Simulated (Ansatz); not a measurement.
Stretching the B1–Cl2 bond in BCl (multiplicity 1 held). Energies count from the point at 1.722 Å.


U- levels take the lowest unrestricted solution at each point, which mixes spins at long bonds. Full CI gives the lowest state of the spin. Levels need not reach the same state.

Frozen-core correlation.

The values were computed with Ansatz (Gaussian basis) for Hartree–Fock, density functionals and correlated methods. Each number belongs to the level named beside it.

Task: Estimate the energy at R = 6.886 Å that U-MP2/6-31G returns for this input.

Result: 86.5 kcal/mol

Task: Give the energy at R = 6.886 Å at the level FCI/6-31G.

Result: 90.3 kcal/mol

Task: Give the energy at R = 6.886 Å at the level U-CCSD/6-31G.

Result: 88.0 kcal/mol

Doubts at one or more of the structures used: a spin-contaminated determinant (U-MP2/6-31G, U-CCSD/6-31G); T1 above 0.05 (U-CCSD/6-31G).

Ansatz is an electronic-structure program.
